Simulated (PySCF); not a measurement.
F2Zn (SMILES [F][Zn][F]), singlet, geometry from GFN2-xTB (such geometries of metal compounds can be far from the true shape); PBE/6-31G (PySCF).

Input for PySCF:
```python
from pyscf import gto, scf, dft

mol = gto.Mole()
mol.atom = '''
    Zn    0.111785    0.219616    0.226068
    F    -0.393948    0.700930   -1.310611
    F     0.021333   -1.432982    0.557052
'''
mol.basis = '6-31g'
mol.charge = 0
mol.spin = 0
mol.verbose = 4
mol.build()

mf = dft.RKS(mol)
mf.xc = 'pbe'
mf.kernel()
mf.analyze()
```

The log (banner, timings and long lists left out):

```
PySCF version 2.14.0

[INPUT] verbose = 4
[INPUT] num. atoms = 3
[INPUT] num. electrons = 48
[INPUT] charge = 0
[INPUT] spin (= nelec alpha-beta = 2S) = 0
[INPUT] symmetry False subgroup None
[INPUT] Mole.unit = angstrom
[INPUT] Symbol           X                Y                Z      unit          X                Y                Z       unit  Magmom
[INPUT]  1 Zn     0.111785000000   0.219616000000   0.226068000000 AA    0.211243034835   0.415014092572   0.427206605528 Bohr   0.0
[INPUT]  2 F     -0.393948000000   0.700930000000  -1.310611000000 AA   -0.744453827320   1.324565732491  -2.476695845842 Bohr   0.0
[INPUT]  3 F      0.021333000000  -1.432982000000   0.557052000000 AA    0.040313527415  -2.707943521431   1.052675717141 Bohr   0.0

nuclear repulsion = 184.25794711209
number of shells = 21
number of NR pGTOs = 134
number of NR cGTOs = 45
basis = 6-31g
ecp = {}

******** <class 'pyscf.dft.rks.RKS'> ********
method = RKS
initial guess = minao
damping factor = 0
level_shift factor = 0
DIIS = <class 'pyscf.scf.diis.CDIIS'>
diis_start_cycle = 1
diis_space = 8
diis_damp = 0
SCF conv_tol = 1e-09
SCF conv_tol_grad = None
SCF max_cycles = 50
direct_scf = True
direct_scf_tol = 1e-13
XC library pyscf.dft.libxc version 7.1.2
    S. Lehtola, C. Steigemann, M. J. T. Oliveira, and M. A. L. Marques,  SoftwareX 7, 1–5 (2018)
XC functionals = pbe
    J. P. Perdew, K. Burke, and M. Ernzerhof,  Phys. Rev. Lett. 77, 3865 (1996)
    J. P. Perdew, K. Burke, and M. Ernzerhof,  Phys. Rev. Lett. 78, 1396 (1997)
    J. P. Perdew, K. Burke, and M. Ernzerhof,  Phys. Rev. Lett. 77, 3865 (1996)
    J. P. Perdew, K. Burke, and M. Ernzerhof,  Phys. Rev. Lett. 78, 1396 (1997)
radial grids:
    Treutler-Ahlrichs [JCP 102, 346 (1995); DOI:10.1063/1.469408] (M4) radial grids

becke partition: Becke, JCP 88, 2547 (1988); DOI:10.1063/1.454033
pruning grids: <function nwchem_prune>
grids dens level: 3
symmetrized grids: False
atomic radii adjust function: <function treutler_atomic_radii_adjust>
small_rho_cutoff = 0
Set gradient conv threshold to 3.16228e-05
Initial guess from minao.
tot grids = 49168
init E= -1978.04554616778
  HOMO = -0.277095440561322  LUMO = -0.129025208600103  gap/eV = 4.02920
cycle= 1 E= -1978.04292358667  delta_E= 0.00262  |g|= 1.09  |ddm|= 1.61
  HOMO = -0.0567554651206805  LUMO = -0.0431035514440183  gap/eV = 0.37149
cycle= 2 E= -1975.45199852147  delta_E= 2.59  |g|= 3.59  |ddm|= 3.19
  HOMO = -0.28766401081877  LUMO = -0.140255271696934  gap/eV = 4.01120
cycle= 3 E= -1978.26196250313  delta_E= -2.81  |g|= 0.178  |ddm|= 2.65
  HOMO = -0.244166197929383  LUMO = -0.14171096615092  gap/eV = 2.78795
cycle= 4 E= -1978.25817393793  delta_E= 0.00379  |g|= 0.288  |ddm|= 0.376
  HOMO = -0.259733974306253  LUMO = -0.147595307772468  gap/eV = 3.05145
cycle= 5 E= -1978.26901247801  delta_E= -0.0108  |g|= 0.0533  |ddm|= 0.137
  HOMO = -0.262638150593716  LUMO = -0.146257327831333  gap/eV = 3.16688
cycle= 6 E= -1978.26976834175  delta_E= -0.000756  |g|= 0.0103  |ddm|= 0.049
  HOMO = -0.263546101463588  LUMO = -0.14639892957496  gap/eV = 3.18774
cycle= 7 E= -1978.26979094841  delta_E= -2.26e-05  |g|= 0.00063  |ddm|= 0.00801
  HOMO = -0.263561817233692  LUMO = -0.146375059341251  gap/eV = 3.18881
cycle= 8 E= -1978.26979095648  delta_E= -8.07e-09  |g|= 0.000674  |ddm|= 0.000838
  HOMO = -0.263565210765691  LUMO = -0.14636375230618  gap/eV = 3.18921
cycle= 9 E= -1978.26979104455  delta_E= -8.81e-08  |g|= 1.89e-05  |ddm|= 0.000484
  HOMO = -0.263561455385635  LUMO = -0.14636086069538  gap/eV = 3.18919
cycle= 10 E= -1978.2697910446  delta_E= -5.46e-11  |g|= 1.98e-06  |ddm|= 1.63e-05
  HOMO = -0.263561488494596  LUMO = -0.146361048411993  gap/eV = 3.18919
Extra cycle  E= -1978.2697910446  delta_E= 7.28e-12  |g|= 4.59e-06  |ddm|= 4.08e-06
converged SCF energy = -1978.2697910446
**** SCF Summaries ****
Total Energy =                       -1978.269791044595877
Nuclear Repulsion Energy =             184.257947112089823
One-electron Energy =                -3128.505548278337301
Two-electron Energy =                  965.977810121651373
Two-electron Coulomb Energy =         1057.709655944104497
DFT Exchange-Correlation Energy =      -91.731845822453153
HOMO-LUMO gap [eV] =                     3.189186416801585
**** MO energy ****
MO #1   energy= -345.72767624509   occ= 2
MO #2   energy= -41.7031804455651  occ= 2
MO #3   energy= -36.7773265618578  occ= 2
MO #4   energy= -36.7746494083019  occ= 2
MO #5   energy= -36.774519727766   occ= 2
MO #6   energy= -24.2151535914926  occ= 2
MO #7   energy= -24.2151304108887  occ= 2
MO #8   energy= -4.64273582277669  occ= 2
MO #9   energy= -3.07688989508764  occ= 2
MO #10  energy= -3.07557130072372  occ= 2
MO #11  energy= -3.07369033150203  occ= 2
MO #12  energy= -1.01600407068486  occ= 2
MO #13  energy= -1.00993617209065  occ= 2
MO #14  energy= -0.446873914596485 occ= 2
MO #15  energy= -0.445205361840804 occ= 2
MO #16  energy= -0.425385715999294 occ= 2
MO #17  energy= -0.419226491672796 occ= 2
MO #18  energy= -0.416699103988254 occ= 2
MO #19  energy= -0.346743769308206 occ= 2
MO #20  energy= -0.31579740589375  occ= 2
MO #21  energy= -0.30592729842807  occ= 2
MO #22  energy= -0.29365581951577  occ= 2
MO #23  energy= -0.278500955939627 occ= 2
MO #24  energy= -0.263561488494596 occ= 2
MO #25  energy= -0.146361048411993 occ= 0
MO #26  energy= -0.0177438735528339 occ= 0
MO #27  energy= 0.0404250791412086 occ= 0
MO #28  energy= 0.0442104144731967 occ= 0
MO #29  energy= 0.105714909619929  occ= 0
MO #30  energy= 0.16612765081015   occ= 0
MO #31  energy= 0.267205795096126  occ= 0
MO #32  energy= 0.284716042962902  occ= 0
 ** Mulliken pop on meta-lowdin orthogonal AOs  **
 ** Mulliken pop  **
 ** Mulliken atomic charges  **
charge of    0Zn =      1.25436
charge of    1F =     -0.62718
charge of    2F =     -0.62718
Dipole moment(X, Y, Z, Debye):  1.29208,  2.53841,  2.61298
```
